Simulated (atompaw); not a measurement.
**Reading a pseudo-wave (antimony (Sb))**

Columns: radius, all-electron u(r) and pseudo u(r) of the 5s shell (level -12.83 eV) of antimony in the configuration [Kr] 4d10 5s2 5p3; PBE, scalar-relativistic, PAW (atompaw) scheme, atompaw 4.2.0.5.

| r (bohr) | all-electron | pseudo |
| --- | --- | --- |
| 0.087 | -0.1627 | 0.0397 |
| 0.173 | 0.1228 | 0.0793 |
| 0.260 | 0.2416 | 0.1199 |
| 0.346 | 0.0865 | 0.1609 |
| 0.433 | -0.1422 | 0.2034 |
| 0.519 | -0.3083 | 0.2464 |
| 0.606 | -0.3758 | 0.2910 |
| 0.692 | -0.3516 | 0.3360 |
| 0.779 | -0.2618 | 0.3821 |
| 0.865 | -0.1357 | 0.4279 |
| 0.952 | 0.0072 | 0.4739 |
| 1.038 | 0.1484 | 0.5186 |
| 1.125 | 0.2814 | 0.5622 |
| 1.212 | 0.3992 | 0.6035 |
| 1.298 | 0.4982 | 0.6413 |
| 1.385 | 0.5805 | 0.6756 |
| 1.471 | 0.6448 | 0.7051 |
| 1.558 | 0.6940 | 0.7298 |
| 1.644 | 0.7288 | 0.7485 |
| 1.731 | 0.7516 | 0.7613 |
| 1.817 | 0.7636 | 0.7679 |
| 1.904 | 0.7669 | 0.7685 |
| 1.990 | 0.7628 | 0.7632 |
| 2.077 | 0.7524 | 0.7524 |
| 2.163 | 0.7371 | 0.7371 |
| 2.250 | 0.7177 | 0.7177 |

Question: How many radial nodes do the two functions have?

Answer: The all-electron 5s function has n − l − 1 = 4 (the table is too coarse to show those close to the nucleus); the pseudo-wave has 0, since the states of the same l below it are removed with the core.

Question: Where does each function peak?

Answer: Outermost all-electron maximum near 1.90 bohr, pseudo maximum near 1.90 bohr (to the table’s step).

Question: Is the pseudo-wave norm-conserving?

Answer: No, it belongs to a PAW set: the norm inside the radius is not constrained, and the difference is carried by the augmentation charge.
